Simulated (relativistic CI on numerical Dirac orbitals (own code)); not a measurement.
Radial Dirac CI calculation of Cr2+.

Command:

```sh
python run_levels.py task.json out
```

Input:

```
atom Cr  Z=24  charge=2  electrons=22
nucleus A=52  rms_radius_fm=3.6452
hamiltonian dirac-coulomb  breit=on  qed=off  c_scale=1
orbitals kli  potential=per-configuration
slater_scale 1
correlation none
mixing on
grid step=0.0125 r_max=49.7
scf mixing=0.4 start=thomas-fermi max_iterations=150 tolerance=0.0001 node_fill=0.05
configurations
  [Ar] 3d4
  [Ar] 3d3 4s
  [Ar] 3d3 4p
end
```

Output:

```
SCF 1: [Ar] 3d4
 iter      energy (Ha)   residual   last orbital (Ha)
    1     -1039.444668   1.62e+00     -0.52844
    2     -1048.831299   1.79e-01     -1.24010
    3     -1048.867002   9.61e-02     -1.19604
    4     -1048.885194   7.11e-03     -1.12555
    5     -1048.885611   1.66e-03     -1.11731
    6     -1048.885643   1.58e-04     -1.11894
    7     -1048.885644   8.37e-05     -1.11879
SCF 2: [Ar] 3d3 4s
 iter      energy (Ha)   residual   last orbital (Ha)
    1     -1039.669626   1.62e+00     -0.74267
    2     -1048.587528   2.07e-01     -0.99752
    3     -1048.678066   9.31e-02     -0.95534
    4     -1048.699999   1.82e-02     -0.89127
    5     -1048.701135   2.17e-03     -0.87586
    6     -1048.701274   4.91e-04     -0.87531
    7     -1048.701308   1.67e-04     -0.87536
    8     -1048.701300   6.79e-06     -0.87529
SCF 3: [Ar] 3d3 4p
 iter      energy (Ha)   residual   last orbital (Ha)
    1     -1039.426206   1.63e+00     -0.56493
    2     -1048.381806   2.07e-01     -0.77993
    3     -1048.477416   9.35e-02     -0.74125
    4     -1048.501777   1.72e-02     -0.68648
    5     -1048.503058   2.32e-03     -0.67430
    6     -1048.503186   5.42e-04     -0.67398
    7     -1048.503230   1.94e-04     -0.67389
    8     -1048.503221   1.74e-05     -0.67384
orbital energies (Ha): 2s -25.6215  2p1/2 -21.9228  2p3/2 -21.6052  3s -3.7851  3p1/2 -2.7545  3p3/2 -2.7174  3d3/2 -1.1223  3d5/2 -1.1188
configuration averages (Ha): Dirac-Coulomb, Breit, QED
  3d4                          -1048.885644    0.355802    0.000000
  3d3 4s                       -1048.701300    0.356380    0.000000
  3d3 4p                       -1048.503221    0.356346    0.000000
levels: no., configuration, term, J, E (cm-1), weight
   1 3d4                    5D   0                0.0  1.00
   2 3d4                    5D   1               57.4  1.00
   3 3d4                    5D   2              169.8  1.00
   4 3d4                    5D   3              333.0  1.00
   5 3d4                    5D   4              541.5  1.00
   6 3d4                    3H   4            19542.0  1.00
   7 3d4                    3H   5            19648.0  1.00
   8 3d4                    3H   6            19764.7  1.00
   9 3d4                    3P   0            21219.6  1.00
  10 3d4                    3P   1            21572.0  1.00
  11 3d4                    3P   2            22203.1  1.00
  12 3d4                    3F   2            22478.9  1.00
  13 3d4                    3F   3            22530.0  0.98
  14 3d4                    3F   4            22596.0  0.98
lowest total energy -1048.667401 Ha
end: converged
```

Against the reference input this run has: start potential thomas-fermi, QED terms off, SCF tolerance 0.0001. The reference run ends at -1048.430148 Ha with Breit and QED terms.

With so few configurations and no correlation, terms lie too far apart (by 10 to 50 % or more near neutrality), their order can be wrong, and levels of other configurations are missing. Terms and fine structure of an open d or f shell near neutrality can be off by tens of per cent either way.
